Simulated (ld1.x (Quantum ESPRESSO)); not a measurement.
# How hard is this Cs TM semilocal potential?

```
Element                 : Cs
Generator               : ld1.x (Quantum ESPRESSO) 7.5
Type                    : norm-conserving Troullier–Martins (semilocal form)
Functional              : PBEsol
Relativity              : scalar-relativistic
Frozen core             : [Kr] 4d10 5s2
Valence charge          : 7
Reference configuration : 5p6 5d0 6s0 6p0 (charge +1)
Partial waves           : 6s (bound, empty): rc 3.60 bohr; 5d (bound, empty): rc 3.20 bohr; 4f channel at 0.5 Ry: rc 2.90 bohr; 5p (bound): rc 3.15 bohr
Local potential         : the p channel
Core correction         : a·sin(br)/r model core inside 2.00 bohr
```

The pseudo-atom Hamiltonian at the reference potential is diagonalised in spherical Bessel functions j_l(qr) that vanish at 20 bohr, with q² up to the cutoff. All-electron valence levels (Ry): 6s -0.4059, 5d -0.3180, 5p -1.3733, 6p -0.2454.

**Question.** How do the lowest levels (Ry) of each channel move with the cutoff, and are there ghosts?

**Answer.**

```
cutoff (Ry)     s #1     d #1     d #2     f #1     f #2     p #1     p #2  Σ f·Δε (mRy)
          8  -0.4055  -0.3167  -0.0916  -0.0503   0.0410  -1.3722  -0.2502           6.4
         10  -0.4057  -0.3178  -0.0917  -0.0507   0.0393  -1.3730  -0.2510           1.7
         12  -0.4059  -0.3180  -0.0918  -0.0510   0.0380  -1.3730  -0.2510           1.6
         15  -0.4059  -0.3180  -0.0918  -0.0591   0.0109  -1.3732  -0.2510           0.4
         18  -0.4059  -0.3180  -0.0918  -0.1334  -0.0315  -1.3733  -0.2510           0.1
         21  -0.4059  -0.3180  -0.0918  -0.2298  -0.0377  -1.3733  -0.2510           0.0
        400  -0.4059  -0.3180  -0.0918  -2.8607  -0.0453  -1.3733  -0.2510           0.0
```

Result: ghost state, extra bound levels that the all-electron valence spectrum of the same l lacks: f at -38.9 eV; the semilocal form is local in each channel, so this says nothing of the separable form that plane-wave codes build from it (a true bound ghost makes a file unfit for plane-wave use); 10 mRy is reached at 8 Ry and 1 mRy at 15 Ry.

1 of 6 tests not solved or not reliable.
